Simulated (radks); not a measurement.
Results of a calculation; reference values are marked as such.
Question: Coherent X-ray form factor from a spherical all-electron density. Level of theory: Dirac Kohn-Sham, BLYP, spin-unpolarised, spherical densities, finite nucleus; Fermi nuclear charge, rms radius of each element as measured or else 0.836 A^(1/3) + 0.57 fm (a radial shooting solver on a logarithmic mesh with Libxc functionals).

sin(theta)/lambda (1/angstrom)  f0 (electrons)
0.05                                    65.461
0.1                                     63.912
0.15                                    61.539
0.2                                     58.598
0.25                                    55.354
0.3                                     52.034
0.4                                     45.759
0.5                                     40.366
0.6                                     35.847
0.8                                     28.742
1                                       23.564
1.25                                    19.245
1.5                                     16.558
2                                       13.064

The species is in the configuration that NIST lists as its ground one. Which atom or ion scatters so?

Answer: The ytterbium ion Yb4+, [Xe] 4f(5/2: 6, 7/2: 6). Extrapolating in s^2 from the first two rows gives f0(0) = 66.0, near the electron count 66; among species with that count, the fall with angle is slower the higher Z, and the table is that of Z = 70; from so few rows the species is fixed only to a neighbour or two.
